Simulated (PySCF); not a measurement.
A series of related compounds: `InChI=1S/C8H8FOP/c1-5-3-8(9)11-4-7(5)6(2)10/h3-4H,1-2H3`; SMILES C=Cc1ccpcc1C(C)=O, C₉H₉OP; `CC(=O)c1cpccc1[SiH3]`, C₇H₉OPSi; SMILES CC(=O)c1cpccc1C, C₈H₉OP.

[PySCF 2.14.0 with density-fitted response routines: coordinates at the GFN2-xTB level; shielding tensors at PBE0/pcSseg-1 (GIAO); a single conformation; averaged over atoms made equivalent by symmetry, fast rotation or ring inversion; gas phase; non-relativistic Hamiltonian]

Shifts are taken against calculated references (same method and geometry level): $^{31}$P (318.38 ppm) against H3PO4; H2O for $^{17}$O (336.08 ppm).

Question: How does the $^{31}$P shift change along the series?

Answer: 
```
            compound                 change  δ (ppm)  HOMO–LUMO gap (eV)
  CC(=O)c1cpc(F)cc1C        H replaced by F    156.1                5.37
   C=Cc1ccpcc1C(C)=O  CH3 replaced by vinyl    232.5                4.82
CC(=O)c1cpccc1[SiH3]   CH3 replaced by SiH3    236.6                5.11
     CC(=O)c1cpccc1C                   base    212.0                5.34
```

Question: How does the $^{17}$O shift change along the series?

Answer: 
| compound | change | δ (ppm) | HOMO–LUMO gap (eV) |
| --- | --- | --- | --- |
| CC(=O)c1cpc(F)cc1C | H replaced by F | 702.5 | 5.37 |
| C=Cc1ccpcc1C(C)=O | CH3 replaced by vinyl | 700.3 | 4.82 |
| CC(=O)c1cpccc1[SiH3] | CH3 replaced by SiH3 | 607.3 | 5.11 |
| CC(=O)c1cpccc1C | base | 698.3 | 5.34 |
